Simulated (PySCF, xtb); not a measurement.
Si(H)(Cl)2(OH) (Cl₂H₂OSi), SMILES O[SiH](Cl)Cl.

The structure is a stationary point at PBE0-D3(BJ)/def2-SVP. The values are those of a single conformer.

Computed with IEF-PCM-M06-2X/def2-SVP (PySCF).

The values are the electrostatic part of the solvation free energy, E(continuum) − E(gas) at the gas-phase geometry, in a cavity of scaled van der Waals radii (PySCF's table); cavitation and dispersion terms are not included. In vacuum the orbital gap is 12.10 eV. The dipole moment in vacuum is 1.09 D.

**Question.** Estimate the values in water (ε = 78.36), diethylether (ε = 4.24), N,N-dimethylformamide (ε = 37.22). (An estimate is asked for; the answer gives what the named calculation found.)

**Answer.** 
```json
[
 {"solvent": "water", "ε": "78.36", "ΔG(elec) (kcal/mol)": "-4.5", "dipole (D)": "1.34", "gap (eV)": "12.40"},
 {"solvent": "diethylether", "ε": "4.24", "ΔG(elec) (kcal/mol)": "-3.1", "dipole (D)": "1.26", "gap (eV)": "12.37"},
 {"solvent": "N,N-dimethylformamide", "ε": "37.22", "ΔG(elec) (kcal/mol)": "-4.4", "dipole (D)": "1.33", "gap (eV)": "12.40"}
]
```

For comparison, GFN2-xTB/ALPB(water) (xtb, at the GFN2-xTB geometry, all terms of that model) gives -5.2 kcal/mol.
